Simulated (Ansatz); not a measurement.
Consider the redistribution: `C[CH2][Sn][F]` + `C[CH](C)[Sn][OH]` → `C[CH](C)[Sn][F]` + `C[CH2][Sn][OH]`.

Gas-phase electronic energies from Ansatz, PBE0-D4/def2-TZVP geometries. CBS: MP2 limit from def2 TZ/QZ plus the TZ coupled-cluster correction, frozen cores. DFT in def2-TZVPP. HSE06 is defined as in plane-wave codes. Elements past krypton have def2 core potentials. For Sn outer-core shells are correlated without core-valence functions, which leaves a few kJ/mol of doubt a bond. One conformer a species, not always the lowest.

`C[CH2][Sn][F]`:

Z-matrix (Å, degrees):
```
C
C 1 1.523
H 1 1.092 2 111.2
H 1 1.095 2 111.8 3 120.8
H 1 1.094 2 111.6 3 -119.5
Sn 2 2.189 1 114.9 3 52.2
H 2 1.100 1 110.5 3 -65.5
H 2 1.096 1 111.9 3 176.9
F 6 1.954 2 93.5 1 -34.9
```

`C[CH](C)[Sn][OH]`:

Z-matrix (Å, degrees):
```
C
C 1 1.522
H 1 1.096 2 111.8
H 1 1.098 2 111.4 3 119.2
H 1 1.095 2 112.6 3 -120.6
C 2 1.522 1 111.7 3 -62.4
Sn 2 2.223 1 110.5 3 61.3
H 2 1.096 1 108.9 3 177.3
H 6 1.095 2 112.6 1 -176.9
H 6 1.098 2 111.4 1 -56.7
H 6 1.096 2 111.9 1 62.5
O 7 1.985 2 95.5 1 -62.7
H 12 0.961 7 115.3 2 -0.1
```

`C[CH](C)[Sn][F]`:

Z-matrix (Å, degrees):
```
C
C 1 1.523
H 1 1.095 2 112.7
H 1 1.094 2 111.0 3 -120.9
H 1 1.097 2 111.1 3 119.8
C 2 1.523 1 111.7 3 -177.1
Sn 2 2.201 1 109.2 3 62.3
H 2 1.097 1 109.6 3 -55.5
H 6 1.097 2 111.1 1 57.5
H 6 1.094 2 111.0 1 -61.8
H 6 1.095 2 112.7 1 177.3
F 7 1.956 2 91.9 1 60.6
```

`C[CH2][Sn][OH]`:

Cartesian coordinates in Å:
```
C 0.434 -0.872 0.219
C -0.782 -0.349 -0.526
Sn -1.071 1.843 -0.555
O 0.540 2.305 0.506
H 0.416 -0.590 1.277
H 0.505 -1.964 0.188
H 1.367 -0.486 -0.205
H -1.707 -0.771 -0.113
H -0.767 -0.666 -1.576
H 1.064 1.549 0.787
```

(1) Is it downhill or uphill in electronic energy at CCSD(T)/CBS, and by how much? (An estimate is asked.)

(2) What do these levels give: B97M-V, HSE06-D4, B2PLYP, PBE-QIDH, MP2/CBS(def2), CCSD/CBS(def2)? (An estimate is asked.)

Largest T1 diagnostic among the species: 0.016.

Answers

(1) Ansatz gave: Downhill: ΔE = -3.6 kJ/mol.

(2) Computed: B97M-V -3.0, HSE06-D4 -3.3, B2PLYP -3.0, PBE-QIDH -3.5, MP2/CBS(def2) -3.7, CCSD/CBS(def2) -3.4 kJ/mol.

Leaving LDA and LC-ωPBE aside and taking each functional with its dispersion term where it has one, the values, not all of them listed here, spread over 1.1 kJ/mol, from r2SCAN-D4 to BLYP-D4.
